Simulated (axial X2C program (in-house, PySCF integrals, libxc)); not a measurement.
Ω levels of TcCN from open-shell CI on d5 s1 p(π)0

Computed with an in-house all-electron X2C program for linear molecules (integrals from PySCF): two-component X2C with atomic mean-field Coulomb and Gaunt terms, basis Tc dyall-v3z, C dyall-v3z, N dyall-av3z (cores contracted in-house). Orbitals come from Hartree–Fock averaged over the configuration Tc d5 s1 p(π)0; CI then distributes these electrons over the d, s, p(π) shells of Tc.

Tc–C–N held linear, bonds 2.231 and 1.160 Å (the second held) (near the minimum of the configuration average).

Active spinors (ω > 0):

| shell | ω | ε (eV) | character |
| --- | --- | --- | --- |
| d | 3/2 | -6.67 | 100% Tc d |
| d | 5/2 | -6.46 | 100% Tc d |
| d | 1/2 | -6.32 | 97% Tc d |
| d | 3/2 | -6.19 | 97% Tc d |
| d | 1/2 | -5.66 | 84% Tc d, 8% Tc s |
| s | 1/2 | -3.40 | 54% Tc s, 38% Tc p, 4% C p |
| p(π) | 1/2 | 0.89 | 91% Tc p |
| p(π) | 3/2 | 0.93 | 92% Tc p |

Lowest levels of this model:

| Ω | energy (cm⁻¹) | g∥ | μ (D) | configuration |
| --- | --- | --- | --- | --- |
| 3 | 0 | 12.00 | -4.54 | 100% d5 s1 |
| 2 | 1 | 8.00 | -4.54 | 100% d5 s1 |
| 1 | 1 | 4.00 | -4.54 | 100% d5 s1 |
| 0 | 1 | 0.00 | -4.54 | 100% d5 s1 |
| 0 | 9871 | 0.00 | -5.80 | 84% d5 s1 + 14% d6 |
| 1 | 9874 | 4.00 | -5.80 | 84% d5 s1 + 14% d6 |
| 2 | 9882 | 8.00 | -5.79 | 84% d5 s1 + 14% d6 |
| 3 | 15424 | 9.99 | -7.52 | 63% d6 + 31% d5 s1 |
| 2 | 15529 | 5.99 | -7.52 | 63% d6 + 31% d5 s1 |
| 1 | 15675 | 2.01 | -7.53 | 63% d6 + 31% d5 s1 |
| 0 | 15833 | 0.00 | -7.54 | 64% d6 + 31% d5 s1 |
| 0 | 15883 | 0.00 | -7.54 | 64% d6 + 31% d5 s1 |
| 1 | 16068 | 5.98 | -7.56 | 64% d6 + 30% d5 s1 |
| 4 | 18260 | 12.00 | -7.67 | 64% d6 + 35% d5 s1 |
| 3 | 18553 | 8.01 | -7.63 | 63% d6 + 36% d5 s1 |
| 2 | 18823 | 4.02 | -7.61 | 62% d6 + 36% d5 s1 |
| 0 | 19342 | 0.00 | -7.61 | 62% d6 + 36% d5 s1 |
| 0 | 19343 | 0.00 | -7.61 | 62% d6 + 36% d5 s1 |
| 0 | 19693 | 0.00 | -7.48 | 59% d6 + 39% d5 s1 |
| 4 | 22311 | 11.98 | -5.31 | 71% d5 s1 + 28% d6 |
| 3 | 22459 | 8.00 | -5.31 | 71% d5 s1 + 27% d6 |
| 0 | 23017 | 0.00 | -5.25 | 73% d5 s1 + 25% d6 |
| 5 | 24071 | 13.96 | -4.51 | 100% d5 s1 |
| 4 | 24128 | 9.95 | -4.51 | 100% d5 s1 |
| 6 | 24738 | 15.98 | -4.55 | 99% d5 s1 |
| 5 | 24773 | 12.02 | -4.54 | 100% d5 s1 |
| 4 | 24775 | 8.08 | -4.54 | 100% d5 s1 |

g∥ is the magnitude of 2⟨Lz + ge Sz⟩ for the +Ω component. μ is positive if the N end is positive.

Task: From Ω and g∥ of the lowest level, whose 2⟨Lz + ge Sz⟩ is positive, find ⟨Sz⟩ and ⟨Lz⟩ (ge = 2.0023).

Result: Ω = ⟨Lz⟩ + ⟨Sz⟩ = 3 and ⟨Lz⟩ + ge⟨Sz⟩ = 6.000, so ⟨Sz⟩ = 2.99 and ⟨Lz⟩ = 0.01.

Occupations of the active spinors in the lowest level by ω, shell by shell in order of energy: -5/2: 0.00; -3/2: 0.97 0.03 0.00; -1/2: 0.98 0.02 0.00 0.00; 1/2: 0.05 0.95 1.00 0.00; 3/2: 0.06 0.94 0.00; 5/2: 1.00. The leading determinant has weight 0.85 among 658.

This point took 3.2 s on 1 thread of Arm Neoverse V2, on a shared host.

There is no dynamic correlation: spin–orbit spacings and, for f shells, spacings inside one term are the most reliable numbers, splittings between terms come out too wide, and energies between configurations are not reliable, so the lowest level need not be the ground state of the molecule. For d shells the ligand-field splittings (σ, π, δ) and their order can be off by a thousand cm⁻¹ or more. At most 4 roots were kept for each Ω > 0 (twice that for Ω = 0) within 3.2 eV of the lowest, so higher up levels can be missing between those listed; levels with Ω > 0 are doubly degenerate and listed once, Ω = 0 levels singly. Some active spinors are only partly of the character that their shell is named for, so the shell names and counts are nominal. States that fill the shells left empty in the average are placed too high. The molecule was held linear; bending was not examined.
